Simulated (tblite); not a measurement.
C₆H₁₅NSi.
Atom-mapped SMILES: `[CH2:1]=[CH:2][N:3]([SiH3:4])[C@@H:5]([CH3:6])[CH2:7][CH3:8]` (hydrogens: H9, H10 on C1; H11 on C2; H12, H13, H14 on Si4; H15 on C5; H16, H17, H18 on C6; H19, H20 on C7; H21, H22, H23 on C8)

Computed with GFN2-xTB (tblite), gas phase: L-BFGS steps from a force-field or distance-geometry start until the largest atomic force falls under 0.01 eV/Å.

Step 71: E = -684.6047 eV
```
atom  x, y, z in Å  |  force x, y, z in eV/Å
C1     -2.6826    0.8450   -0.2210   -0.001   0.017   0.008
C2     -1.3617    0.7627   -0.3213    0.021  -0.021   0.013
N3     -0.5917   -0.3276    0.0313    0.005  -0.010  -0.009
Si4    -1.2510   -1.6321    0.9622    0.017   0.008  -0.024
C5      0.7664   -0.3819   -0.4878   -0.011  -0.008  -0.003
C6      0.7701   -0.4122   -2.0182   -0.001  -0.003   0.013
C7      1.6585    0.7514    0.0426   -0.012   0.005  -0.027
C8      1.6714    0.8143    1.5641    0.003  -0.012  -0.017
H9     -3.2858    0.0219    0.1161   -0.011   0.000   0.004
H10    -3.1992    1.7530   -0.4717    0.010   0.015  -0.029
H11    -0.8063    1.6146   -0.6924    0.007  -0.015  -0.011
H12    -2.0171   -1.0485    2.0601   -0.019  -0.003   0.033
H13    -0.1098   -2.3828    1.4817    0.033  -0.007  -0.011
H14    -2.0859   -2.5254    0.1481   -0.018   0.002   0.002
H15     1.1896   -1.3275   -0.1358    0.018  -0.001   0.025
H16     0.1405   -1.2266   -2.3705    0.003   0.015  -0.011
H17     1.7817   -0.5647   -2.3877   -0.013  -0.002   0.000
H18     0.3892    0.5210   -2.4267   -0.006  -0.013  -0.004
H19     2.6711    0.5802   -0.3287    0.009  -0.001   0.012
H20     1.3265    1.7073   -0.3641   -0.040   0.040   0.021
H21     0.6581    0.9010    1.9491    0.000   0.021  -0.006
H22     2.1157   -0.0881    1.9770   -0.001  -0.018   0.015
H23     2.2477    1.6718    1.9035    0.009  -0.008   0.007
```

Step 72: E = -684.6051 eV
```
atom  x, y, z in Å  |  force x, y, z in eV/Å
C1     -2.6841    0.8423   -0.2212    0.007   0.009  -0.010
C2     -1.3629    0.7606   -0.3222    0.008  -0.009   0.016
N3     -0.5910   -0.3279    0.0318   -0.006  -0.004  -0.012
Si4    -1.2517   -1.6314    0.9625    0.008   0.003  -0.005
C5      0.7670   -0.3808   -0.4871   -0.016  -0.017  -0.018
C6      0.7709   -0.4109   -2.0178    0.001  -0.007   0.009
C7      1.6591    0.7515    0.0431   -0.017   0.015  -0.025
C8      1.6729    0.8139    1.5639    0.003  -0.008   0.003
H9     -3.2870    0.0174    0.1133   -0.004   0.015   0.006
H10    -3.2019    1.7491   -0.4761    0.019   0.001  -0.019
H11    -0.8083    1.6131   -0.6933    0.005  -0.015  -0.011
H12    -2.0094   -1.0435    2.0652   -0.012  -0.015   0.020
H13    -0.1114   -2.3891    1.4754    0.025  -0.002  -0.016
H14    -2.0958   -2.5191    0.1506   -0.010   0.008   0.009
H15     1.1908   -1.3251   -0.1338    0.020  -0.021   0.019
H16     0.1426   -1.2263   -2.3709    0.006   0.024  -0.006
H17     1.7830   -0.5627   -2.3871   -0.022   0.004   0.002
H18     0.3888    0.5224   -2.4263    0.002  -0.029   0.002
H19     2.6715    0.5814   -0.3294    0.011  -0.003   0.010
H20     1.3252    1.7070   -0.3616   -0.039   0.060   0.009
H21     0.6609    0.9069    1.9501   -0.013   0.017  -0.008
H22     2.1125   -0.0898    1.9778    0.005  -0.033   0.014
H23     2.2535    1.6681    1.9032    0.020   0.007   0.009
```

Step 73: E = -684.6056 eV
```
atom  x, y, z in Å  |  force x, y, z in eV/Å
C1     -2.6844    0.8450   -0.2177    0.004  -0.004  -0.029
C2     -1.3637    0.7585   -0.3228    0.003   0.010   0.012
N3     -0.5907   -0.3286    0.0324   -0.015   0.006  -0.014
Si4    -1.2509   -1.6337    0.9600    0.004   0.018   0.011
C5      0.7672   -0.3805   -0.4860   -0.017  -0.018  -0.032
C6      0.7708   -0.4111   -2.0166    0.004  -0.014  -0.001
C7      1.6580    0.7526    0.0424   -0.018   0.025  -0.007
C8      1.6745    0.8130    1.5629    0.001  -0.001   0.029
H9     -3.2895    0.0225    0.1193   -0.002   0.021   0.011
H10    -3.2004    1.7512   -0.4803    0.029  -0.013  -0.005
H11    -0.8098    1.6087   -0.6994    0.012  -0.007  -0.011
H12    -2.0105   -1.0469    2.0606   -0.024  -0.008   0.036
H13    -0.1129   -2.3894    1.4767    0.049  -0.016  -0.009
H14    -2.0915   -2.5210    0.1479   -0.030  -0.013  -0.013
H15     1.1927   -1.3227   -0.1296    0.017  -0.032   0.005
H16     0.1435   -1.2275   -2.3697    0.003   0.028  -0.004
H17     1.7830   -0.5634   -2.3858   -0.023   0.009   0.002
H18     0.3883    0.5221   -2.4263    0.009  -0.044   0.012
H19     2.6701    0.5859   -0.3323    0.007   0.000   0.007
H20     1.3191    1.7081   -0.3578   -0.029   0.063  -0.001
H21     0.6645    0.9141    1.9511   -0.030   0.009  -0.009
H22     2.1080   -0.0929    1.9783    0.008  -0.041   0.002
H23     2.2600    1.6629    1.9027    0.037   0.022   0.009
```

Question: Estimate the geometry and energy of step 74. (The exact step hangs on the optimiser's Hessian estimate; all steps are aligned on step 73, rigid shifts and turns removed.)

Answer: E = -684.6061 eV, largest force 0.046 eV/Å
```
atom  x, y, z in Å  |  force x, y, z in eV/Å
C1     -2.6855    0.8425   -0.2184    0.012  -0.015  -0.040
C2     -1.3645    0.7567   -0.3236   -0.008   0.019   0.007
N3     -0.5902   -0.3290    0.0324   -0.018   0.001  -0.009
Si4    -1.2516   -1.6329    0.9600   -0.007  -0.002   0.036
C5      0.7678   -0.3804   -0.4856   -0.007  -0.009  -0.019
C6      0.7715   -0.4102   -2.0159    0.005  -0.018  -0.004
C7      1.6581    0.7536    0.0419   -0.016   0.029   0.014
C8      1.6764    0.8124    1.5627   -0.001   0.007   0.038
H9     -3.2899    0.0186    0.1175    0.001   0.032   0.013
H10    -3.2026    1.7471   -0.4852    0.033  -0.018   0.004
H11    -0.8116    1.6070   -0.7010    0.014  -0.002  -0.012
H12    -2.0043   -1.0428    2.0659   -0.009  -0.022   0.015
H13    -0.1139   -2.3955    1.4705    0.029  -0.003  -0.018
H14    -2.1019   -2.5152    0.1503   -0.014   0.000   0.000
H15     1.1949   -1.3215   -0.1269    0.007  -0.024  -0.010
H16     0.1454   -1.2265   -2.3698   -0.005   0.018  -0.007
H17     1.7836   -0.5613   -2.3848   -0.013   0.009  -0.003
H18     0.3880    0.5228   -2.4251    0.010  -0.042   0.013
H19     2.6706    0.5876   -0.3330   -0.010   0.009   0.002
H20     1.3162    1.7099   -0.3551   -0.013   0.044  -0.004
H21     0.6671    0.9211    1.9514   -0.027   0.001  -0.009
H22     2.1046   -0.0961    1.9790    0.001  -0.031  -0.010
H23     2.2670    1.6590    1.9029    0.037   0.017   0.005
```

The energy changes by -0.0005 eV. The first-order estimate −F·Δx gives -0.0007 eV and the mean of the old and new forces, exact on a quadratic surface, -0.0005 eV. The step makes an angle of 80° with the force vector and moves no atom by more than 0.012 Å.

What follows is the cost of the whole relaxation. Hardware: one thread of an Intel Xeon 6975P-C, no GPU, shared host. Cost: 0.98 s wall.
